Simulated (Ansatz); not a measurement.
Reaction (redistribution): `F[Si]Br` + `[SH][Ge][Br]` → `Br[Si]Br` + `[F][Ge][SH]`

Calculated with Ansatz (gas phase, PBE0-D4/def2-TZVP geometries, no zero-point term in ΔE). CCSD(T)/CBS adds triple-zeta CCSD(T) − MP2 to the extrapolated MP2 energy (def2 sets, frozen cores). Functionals use def2-TZVPP. For Br, Ge outer-core shells are correlated without core-valence functions, which leaves a few kJ/mol of doubt a bond. Scalar relativity is left out up to krypton. Each species was taken in one conformer, which may not be the lowest.

`F[Si]Br`:

Cartesian coordinates in Å:
```
F -0.056 -0.382 1.362
Si 0.204 -0.795 -0.164
Br -0.148 1.177 -1.199
```

`[SH][Ge][Br]`:

Cartesian coordinates in Å:
```
S -1.218 -0.247 -0.826
Ge 0.630 1.011 -0.733
Br 1.582 0.180 1.258
H -0.994 -0.944 0.301
```

`Br[Si]Br`:

Cartesian coordinates in Å:
```
Br -0.910 -1.134 -1.076
Si 0.911 -0.158 -0.190
Br -0.001 1.292 1.267
```

`[F][Ge][SH]`:

Cartesian coordinates in Å:
```
F 0.676 0.625 1.852
Ge -0.092 1.041 0.328
S 0.004 -1.026 -0.518
H -0.588 -0.640 -1.662
```

CCSD(T)/CBS gives +0.64 eV.

Q: Another level gave +0.60 eV. Which?
A. revPBE/def2-TZVPP
B. HF/def2-TZVPP
C. CAM-B3LYP/def2-TZVPP
D. BLYP/def2-TZVPP

A: D. BLYP 0.60, CAM-B3LYP 0.65, HF/def2-TZVPP 0.71, revPBE 0.54 eV.

Q: What do rigid-rotor, harmonic-oscillator terms from PBE0-D4/def2-TZVP frequencies (298.15 K, 1 bar) make of the CCSD(T)/CBS value? (Best estimate.)

A: Computed: ΔZPE = 0.00 eV, ΔH = +0.63 eV, ΔS = -5 J/(mol·K), ΔG = +0.65 eV.

Largest T1 diagnostic among the species: 0.015.

At CCSD(T), def2-SVP lies −0.08 eV from the extrapolated value and def2-TZVPP +0.01 eV. From BLYP to BHLYP (50 % exact exchange), in def2-TZVPP and without D4, ΔE moves by +0.08 eV. In def2-TZVPP, CCSD(T) changes the Hartree–Fock value by −0.06 eV (the triples alone add −0.02 eV) and MP2 by −0.07 eV.
